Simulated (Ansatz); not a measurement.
Species: IBr, charge 0, multiplicity 1. 
Structure (B3LYP-D3(BJ)/def2-TZVP (Ansatz, a first-principles code) minimum search):
```xyz
2

I      0.0000     0.0000    -0.9942
Br     0.0000     0.0000     1.5056
```

Quantity: atomisation energy (electronic, to ground-state atoms), in kJ/mol. Cores are frozen in the correlated levels unless marked. Open shells are spin-unrestricted. No spin-orbit coupling. The frozen core is the preceding noble-gas configuration, with the filled d and f shells of earlier blocks. In def2 rows, elements after Kr have scalar-relativistic effective core potentials. STO-3G rows are all-electron and non-relativistic. The coupled-cluster limit lacks core correlation, which all-electron functionals hold. CBS marks a two-point X^-3 extrapolation of the correlation energy; Hartree-Fock from the larger set.

| level | program | atomisation energy (kJ/mol) |
|---|---|---|
| HF/def2-SVP | Ansatz | 54.3 |
| r2SCAN0/def2-TZVPD | Ansatz | 196.3 |

Predict the CCSD(T)/CBS(def2-TZVPPD,def2-QZVPPD) result (Ansatz).

210.9 kJ/mol
